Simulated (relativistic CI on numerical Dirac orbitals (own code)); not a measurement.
**Mn⁺ in a cubic cluster: 2p photoemission with charge transfer**

Computed with a charge-transfer multiplet model of a cubic metal-ligand cluster with up to 3 ligand holes, Slater and spin-orbit integrals from Dirac-Coulomb-Breit ions, Slater integrals scaled by 0.8. The ground state mixes d6 with configurations of k ligand holes L, whose averages lie at kΔ + k(k − 1)U_dd/2; a core hole lowers each added d electron by U_cd. 300 K, Lorentzian 0.6 eV and Gaussian 0.8 eV FWHM.

Atomic integrals in eV (Slater integrals scaled, ζ unscaled), ground: F2dd 7.203, F4dd 4.433, zeta_d 0.031; with the core hole: F2dd 8.873, F4dd 5.517, zeta_d 0.052, zeta_core 6.792, F2cd 5.084, G1cd 3.747, G3cd 2.127.

Cluster parameters (eV): U_dd = 5.4, U_cd = 6.5, 10Dq = 0.7, 10Dq(ligand) = 1.1, V(eg) = 2.15, V(t2g) = -1.16, final-state hopping factor = 1.

| Case | n_d | d6 | d7L | d8L2 | d9L3 | S |
| --- | --- | --- | --- | --- | --- | --- |
| Δ = 7.3 eV | 6.13 | 0.87 | 0.12 | 0.00 | 0.00 | 2.00 |
| Δ = 8.3 eV | 6.11 | 0.89 | 0.10 | 0.00 | 0.00 | 2.00 |
| Δ = 11.3 eV | 6.07 | 0.93 | 0.07 | 0.00 | 0.00 | 2.00 |

Weights, n_d and S are thermal averages at 300 K. Binding energies count from the first peak over 30 % of the highest in each spectrum, which can be another peak from case to case. The parameters are a model scan and need not match a compound or its usual spin state. Peaks in eV (height, largest 100):
- Δ = 7.3 eV: 0.0 (100), 6.5 (19), 11.5 (57), 17.5 (9)
- Δ = 8.3 eV: 0.0 (100), 6.9 (14), 11.5 (57), 17.8 (7)
- Δ = 11.3 eV: 0.0 (100), 11.7 (57)

Curve for Δ = 11.3 eV (points under 2 left out, the grid thinned):

E (eV), Intensity and a bar:
```
     -3.7        2.0 
     -3.2        2.7 
     -2.7        3.8 #
     -2.2        5.8 #
     -1.7       10.5 ###
     -1.2       26.5 ########
     -0.7       67.5 ####################
     -0.2       98.2 ##############################
      0.3       99.3 ##############################
      0.8       87.0 ##########################
      1.3       67.4 ####################
      1.8       56.7 #################
      2.3       43.0 #############
      2.8       28.8 ########
      3.3       22.0 ######
      3.8       20.7 ######
      4.3       20.0 ######
      4.8       16.6 ####
      5.3       10.9 ###
      5.8        7.4 ##
      6.3        6.5 #
      6.8        5.9 #
      7.3        5.6 #
      7.9        6.3 #
      8.4        7.3 ##
      8.9        8.5 ##
      9.4        9.7 ##
      9.9       12.8 ###
     10.4       23.8 #######
     10.9       44.4 #############
     11.4       56.2 #################
     11.9       56.5 #################
     12.4       47.1 ##############
     12.9       33.2 ##########
     13.4       22.4 ######
     13.9       15.6 ####
     14.4       10.4 ###
     14.9        6.9 ##
     15.4        4.3 #
     15.9        2.7 
     18.4        2.0 
     18.9        2.6 
     19.4        2.8 
     19.9        2.5 
     20.4        2.0
```

For the case Δ = 8.3 eV, Δ = 8.3 eV is larger than U_dd = 5.4 eV, the Mott-Hubbard side of the Zaanen-Sawatzky-Allen scheme. With the core hole the configuration with one ligand hole lies at Δ − U_cd = 0.8, 1.8, 4.8 eV from the one without, in the order of the table; where this is negative the screened configuration lies lower, though the effective hopping of about 3.4 eV (from the holes of the mixed ground state) mixes the two strongly wherever it is as large as the gap.
